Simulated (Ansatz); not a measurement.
Basis-set series for `F[SiH2][SiH](Cl)Cl`. The species carries charge 0 and has multiplicity 1. All single points use the PBE0-D4/def2-TZVP geometry. It is one conformer, not always the lowest.

```xyz
8

F     2.2576   -0.5552   -0.2926
Si    1.0900    0.5298   -0.1302
Si   -0.9570   -0.5469    0.2456
Cl   -1.4297   -1.7314   -1.3568
Cl   -2.3416    0.9586    0.4301
H     0.9999    1.3261   -1.3784
H     1.4229    1.4058    1.0212
H    -1.0420   -1.3868    1.4612
```

```tsv
functional	basis	functions	energy (Eh)	HOMO (eV)	LUMO (eV)
PBE0-D4	def2-TZVPP	241	-1600.65206	-8.34	-1.20
PBE0-D4	def2-QZVPP	427	-1600.70466	-8.37	-1.28
ωB97M-V	def2-TZVPP	241	-1601.17384	-10.38	0.61
ωB97M-V	def2-QZVPP	427	-1601.22350	-10.42	0.43
```

(1) Give the rows for def2-SVP. (Estimate.)

## Answers

(1) The calculation gave: 
```csv
functional,basis,functions,energy (Eh),HOMO (eV),LUMO (eV)
PBE0-D4,def2-SVP,101,-1599.99273,-8.27,-0.93
ωB97M-V,def2-SVP,101,-1600.51514,-10.26,1.01
```

Positive LUMOs are unbound and depend on the basis.

Computed with Ansatz.
